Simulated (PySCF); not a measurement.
Run record: geometry optimisation, Mn2I4.

Method: PBE0-D3(BJ)/def2-SVP geometry optimisation, gas phase, def2 core potentials past Kr (PySCF 2.14.0). Start geometry: GFN2-xTB. The input is one job of a driver script: a line of settings, then coordinates in Å.

Command:
```bash
OMP_NUM_THREADS=1 python probes_run.py task.json out
```

Input:
```
{"job": {"xc": "PBE0", "basis": "def2-SVP", "d3": "d3bj", "grid": 1, "maxiter": 40, "kind": "geom"}, "charge": 0, "multiplicity": 11}
Mn    -0.436860     0.987250     1.038600
I     -1.090810     3.240130     1.732330
I     -1.912270    -0.998650     0.221640
Mn     0.439570    -1.125590    -0.895280
I      1.082680    -1.979940    -3.096730
I      1.917690    -0.123190     0.999420
```

Question: What does the run print?

Answer: 
```
step   0  E = -3492.45292319  max force = 0.024803
step   1  E = -3492.46470095  max force = 0.009165
step   2  E = -3492.46687690  max force = 0.005681
step   3  E = -3492.46859195  max force = 0.003973
step   4  E = -3492.46939297  max force = 0.003172
step   5  E = -3492.46968636  max force = 0.001579
step   6  E = -3492.46978656  max force = 0.001273
step   7  E = -3492.46997941  max force = 0.002214
step   8  E = -3492.47029433  max force = 0.005599
step   9  E = -3492.47055010  max force = 0.003557
step  10  E = -3492.47072108  max force = 0.000768
step  11  E = -3492.47074854  max force = 0.000340
step  12  E = -3492.47080934  max force = 0.000638
step  13  E = -3492.47083025  max force = 0.000416
step  14  E = -3492.47085677  max force = 0.000605
step  15  E = -3492.47097743  max force = 0.001998
step  16  E = -3492.47105776  max force = 0.001810
step  17  E = -3492.47118345  max force = 0.000309
step  18  E = -3492.47118223  max force = 0.000182
optimisation converged
```

Energies in Eh; «max force» is the largest Cartesian gradient component in Eh/bohr.

Question: How much energy does the optimisation release, in kJ/mol?

Answer: E(step 0) − E(last step) = 0.018259 Eh, which is 47.9 kJ/mol.

Question: Give the first gradient maximum in eV/Å.

Answer: With 1 Eh/bohr = 51.422 eV/Å, 1.275 eV/Å.

Summary of the converged run: final energy -3492.47118 Eh after 18 steps; dipole 0.01 D.

Hardware: one thread of an x86-64 server, shared host. Cost: 21 min.
Labels such as C1 count atoms from 1, the log's own numbers from 0.

For an open-shell metal species like this, the optimisation's SCF solution wasn't tested for stability and no frequencies at its level were run, so a lower state or another shape may exist.
